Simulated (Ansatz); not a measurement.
A nudged elastic band was laid between two geometries of Cl2Ge2H4 + H2O (11 atoms, charge 0, multiplicity 1).

All numbers below come from Ansatz, RHF/def2-SVP.

```json
{
  "movable images": "5",
  "climbing image": "yes",
  "spring": "5.0 eV/Å²",
  "optimiser": "quadratic models (default)",
  "start path": "through a guess of the saddle point",
  "force threshold": "0.05 eV/Å",
  "iteration limit": "60",
  "end points": "relaxed"
}
```

Initial state:

```xyz
11
Properties=species:S:1:pos:R:3
Ge 0.433 -0.051 0.067
H 0.353 -0.081 1.582
Ge 2.634 0.045 -1.006
H 3.425 -1.208 -0.622
H 2.420 0.102 -2.518
H 3.367 1.299 -0.520
Cl -0.713 1.668 -0.624
Cl -0.589 -1.820 -0.688
O -2.707 -0.196 1.566
H -2.863 0.556 1.013
H -2.801 -0.944 0.994
```

Final state:

```xyz
11
Properties=species:S:1:pos:R:3
Ge -0.363 -0.084 -1.068
H -0.409 0.380 3.759
Ge 2.064 -0.109 -0.815
H 2.481 -1.509 -0.363
H 2.672 0.226 -2.177
H 2.451 0.942 0.226
Cl -1.100 1.853 -1.701
Cl -1.047 -1.492 -2.565
O -1.152 -0.486 0.436
H -2.099 -0.518 0.458
H -0.540 0.167 3.054
```

(1) What changes between the two ends?

(2) What energy profile does the band end with?

(3) What is the geometry of the highest image?

## Answers

(1) Bonds broken: Ge1–H2, O9–H11. Bonds formed: Ge1–O9, H2–H11. Cl2Ge2H4 + H2O becomes Cl2Ge2H4O + H2.

(2) It converged. The highest image is number 3 of 0 to 6, 2.69 eV above the first end and 2.62 eV above the last; the last end lies 0.07 eV above the first. Neighbouring images differ by up to 2.5 eV, so the band resolves the path poorly. A vibrational analysis at the climbing image gives one clearly imaginary mode, 1889i cm⁻¹: a first-order saddle point. The orbitals stay closed-shell, which can raise the energy where a bond breaks towards radicals; this wasn't checked here.

```json
{"image": "0", "path coordinate (Å)": "0.00", "energy (eV)": "0.00", "Ge1–H2 (Å)": "1.52", "O9–H11 (Å)": "0.95", "Ge1–O9 (Å)": "3.48"}
{"image": "1", "path coordinate (Å)": "2.40", "energy (eV)": "0.08", "Ge1–H2 (Å)": "1.52", "O9–H11 (Å)": "0.95", "Ge1–O9 (Å)": "3.75"}
{"image": "2", "path coordinate (Å)": "4.80", "energy (eV)": "0.18", "Ge1–H2 (Å)": "1.52", "O9–H11 (Å)": "0.94", "Ge1–O9 (Å)": "3.52"}
{"image": "3", "path coordinate (Å)": "7.20", "energy (eV)": "2.69", "Ge1–H2 (Å)": "1.92", "O9–H11 (Å)": "1.14", "Ge1–O9 (Å)": "1.90"}
{"image": "4", "path coordinate (Å)": "8.63", "energy (eV)": "0.27", "Ge1–H2 (Å)": "3.02", "O9–H11 (Å)": "2.17", "Ge1–O9 (Å)": "1.75"}
{"image": "5", "path coordinate (Å)": "10.06", "energy (eV)": "0.08", "Ge1–H2 (Å)": "4.19", "O9–H11 (Å)": "2.72", "Ge1–O9 (Å)": "1.75"}
{"image": "6", "path coordinate (Å)": "11.50", "energy (eV)": "0.07", "Ge1–H2 (Å)": "4.85", "O9–H11 (Å)": "2.77", "Ge1–O9 (Å)": "1.75"}
```

(3) 
```xyz
11
Properties=species:S:1:pos:R:3:forces:R:3
Ge -0.326 0.277 -0.319 0.03 0.03 -0.01
H 0.054 0.754 1.502 0.00 0.00 -0.01
Ge 2.057 -0.161 -0.662 0.00 0.00 0.00
H 2.342 -1.526 -0.026 0.00 0.00 0.00
H 2.353 -0.194 -2.161 0.00 0.00 0.00
H 2.857 0.933 0.045 0.00 0.00 0.00
Cl -1.116 2.223 -0.785 0.00 0.00 0.00
Cl -1.210 -0.987 -1.936 0.00 0.00 0.00
O -1.457 -0.549 0.967 0.01 0.00 0.07
H -1.846 -1.418 0.956 0.00 0.00 0.00
H -0.751 0.017 1.662 -0.04 -0.03 -0.05
```

Time of the run: 8.7 min on 4 threads of Arm Neoverse V1, with other jobs on the host, peak memory 0.49 GiB.
